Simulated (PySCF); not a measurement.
How methods differ on the interval between two levels of Br⁺

Br⁺ [Ar] 3d10 4s2 4p4 [3P2, M_J = 2] → Br⁺ [Ar] 3d10 4s1 4p4 4d1 [5F5, M_J = 5], as a difference of total energies. Computed with PySCF 2.14 in x2c-SVPall-2c with one added diffuse shell each of s, p, d type (6s7p4d, 47 functions), with the two-component X2C-1e Hamiltonian. Correlated levels: [Ne] frozen. "Screened" scales the spin-orbit matrix elements by Boettger's factors to mimic the two-electron term; Breit and QED terms are absent.

```csv
method,interval between two levels (cm⁻¹)
GHF (spin-free),203250
GMP2 (spin-free),209140
GHF (screened spin-orbit),203470
GMP2 (screened spin-orbit),209280
```

The labels give the starting determinants; with spin-orbit coupling the two ends relaxed to ⟨J²⟩ = 6.01, ⟨L²⟩ = 2.11, ⟨S²⟩ = 1.95 and ⟨J²⟩ = 30.01, ⟨L²⟩ = 12.04, ⟨S²⟩ = 5.99.

The promoted electron is Rydberg-like, and one or two diffuse shells describe it only roughly, which tends to raise the upper state.
